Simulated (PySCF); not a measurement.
Compound: C3H10Si2.
SMILES with atom numbers: `[CH3:1][CH:2]1[SiH2:3][CH2:4][SiH2:5]1` (hydrogens: H6, H7, H8 on C1; H9 on C2; H10, H11 on Si3; H12, H13 on C4; H14, H15 on Si5)

The same species was optimised twice, with GFN2-xTB and with PBE0-D3(BJ)/def2-SVP (PySCF), and the same property calculations (PySCF, gas phase) were run on both structures.

```tsv
coordinate	GFN2-xTB	PBE0-D3(BJ)/def2-SVP	change
Si3–H10 (Å)	1.465	1.497	+0.032
Si3–H11 (Å)	1.465	1.498	+0.033
Si5–H15 (Å)	1.465	1.497	+0.032
Si5–H14 (Å)	1.466	1.498	+0.032
C2–Si3 (Å)	1.927	1.910	-0.017
C2–Si5 (Å)	1.927	1.911	-0.016
C4–Si5 (Å)	1.918	1.902	-0.016
C4–H13 (Å)	1.087	1.103	+0.016
C2–H9 (Å)	1.093	1.108	+0.015
Si3–C4 (Å)	1.918	1.903	-0.015
C1–H7 (Å)	1.088	1.102	+0.014
C1–H6 (Å)	1.090	1.102	+0.012
C1–H8 (Å)	1.090	1.102	+0.012
C4–H12 (Å)	1.086	1.099	+0.013
C1–C2 (Å)	1.523	1.521	-0.002
Si3–C4–Si5 (°)	92.5	86.8	-5.7
Si3–C2–Si5 (°)	92.0	86.3	-5.7
Si3–C2–H9 (°)	111.1	105.5	-5.6
C1–C2–Si3 (°)	117.2	122.7	+5.5
Si5–C2–H9 (°)	111.0	105.5	-5.5
C1–C2–Si5 (°)	117.3	122.6	+5.3
Si5–C4–H12 (°)	115.1	118.8	+3.7
Si3–C4–H12 (°)	115.2	118.8	+3.6
```

Rotational constants: A = 3494, B = 3188, C = 1857 MHz (GFN2-xTB) against A = 3883, B = 2964, C = 1854 MHz (PBE0-D3(BJ)/def2-SVP). Point groups within 0.08 Å: Cs and Cs. Atoms that the bonding makes alike are paired by their places after alignment.

On the GFN2-xTB structure: lowest singlet, TDDFT (eV) 6.26 [CAM-B3LYP/def2-SVPD]; lowest triplet, Tamm–Dancoff (eV) 5.97 [CAM-B3LYP/def2-SVPD]; isotropic polarisability (au) 86.9 [CAM-B3LYP/def2-SVPD]; HOMO (eV) -8.83 [CAM-B3LYP/def2-SVPD]; LUMO (eV) 0.70 [CAM-B3LYP/def2-SVPD]; dipole (D) 0.19 [CAM-B3LYP/def2-SVPD]; HOMO (eV) -7.57 [PBE0/pcSseg-1]; LUMO (eV) -0.06 [PBE0/pcSseg-1]; dipole (D) 0.17 [PBE0/pcSseg-1]; GIAO shielding of C1 (ppm) 169.5 [PBE0/pcSseg-1]; GIAO shielding of C2 (ppm) 174.6 [PBE0/pcSseg-1]; GIAO shielding of Si3/Si5 (mean) (ppm) 374.6 [PBE0/pcSseg-1]; GIAO shielding of C4 (ppm) 197.3 [PBE0/pcSseg-1]; C1s of C1 (eV) 290.38 [delta-SCF UKS SCAN, pcX-2 on the ionised atom, pcseg-1 elsewhere, spin-free X2C]; C1s of C2 (eV) 289.33 [delta-SCF UKS SCAN, pcX-2 on the ionised atom, pcseg-1 elsewhere, spin-free X2C]; Si1s of Si3 (eV) 1845.97 [delta-SCF UKS SCAN, pcX-2 on the ionised atom, pcseg-1 elsewhere, spin-free X2C]; Si2p of Si3 (eV) 106.43 [delta-SCF UKS SCAN, pcX-2 on the ionised atom, pcseg-1 elsewhere, spin-free X2C]; C1s of C4 (eV) 289.31 [delta-SCF UKS SCAN, pcX-2 on the ionised atom, pcseg-1 elsewhere, spin-free X2C].

Q: What do these properties become on the PBE0-D3(BJ)/def2-SVP structure?

A: 
```csv
property,level,on GFN2-xTB,on PBE0-D3(BJ)/def2-SVP,change
"lowest singlet, TDDFT (eV)",CAM-B3LYP/def2-SVPD,6.26,6.35,+0.09
"lowest triplet, Tamm–Dancoff (eV)",CAM-B3LYP/def2-SVPD,5.97,6.10,+0.13
isotropic polarisability (au),CAM-B3LYP/def2-SVPD,86.9,88.2,+1.3
HOMO (eV),CAM-B3LYP/def2-SVPD,-8.83,-8.78,+0.05
LUMO (eV),CAM-B3LYP/def2-SVPD,0.70,0.81,+0.11
dipole (D),CAM-B3LYP/def2-SVPD,0.19,0.50,+0.31
"energy, GFN2-xTB geometry as zero (kcal/mol)",CAM-B3LYP/def2-SVPD,0.0,-3.6,-3.6
HOMO (eV),PBE0/pcSseg-1,-7.57,-7.53,+0.04
LUMO (eV),PBE0/pcSseg-1,-0.06,0.12,+0.18
dipole (D),PBE0/pcSseg-1,0.17,0.50,+0.33
"energy, GFN2-xTB geometry as zero (kcal/mol)",PBE0/pcSseg-1,0.0,-4.2,-4.2
GIAO shielding of C1 (ppm),PBE0/pcSseg-1,169.5,170.2,+0.7
GIAO shielding of C2 (ppm),PBE0/pcSseg-1,174.6,176.5,+1.9
GIAO shielding of Si3/Si5 (mean) (ppm),PBE0/pcSseg-1,374.6,377.9,+3.3
GIAO shielding of C4 (ppm),PBE0/pcSseg-1,197.3,196.0,-1.3
C1s of C1 (eV),"delta-SCF UKS SCAN, pcX-2 on the ionised atom, pcseg-1 elsewhere, spin-free X2C",290.38,290.57,+0.19
C1s of C2 (eV),"delta-SCF UKS SCAN, pcX-2 on the ionised atom, pcseg-1 elsewhere, spin-free X2C",289.33,289.55,+0.22
Si1s of Si3 (eV),"delta-SCF UKS SCAN, pcX-2 on the ionised atom, pcseg-1 elsewhere, spin-free X2C",1845.97,1846.11,+0.14
Si2p of Si3 (eV),"delta-SCF UKS SCAN, pcX-2 on the ionised atom, pcseg-1 elsewhere, spin-free X2C",106.43,106.53,+0.10
C1s of C4 (eV),"delta-SCF UKS SCAN, pcX-2 on the ionised atom, pcseg-1 elsewhere, spin-free X2C",289.31,289.53,+0.22
```

The heavy atoms differ by 0.170 Å rms after alignment. Among all bonds Si3–H10, Si3–H11, Si5–H14 and Si5–H15 change most and about equally (+0.032 to +0.033 Å). Changes are differences of the printed values. Neither structure is proved a minimum here.
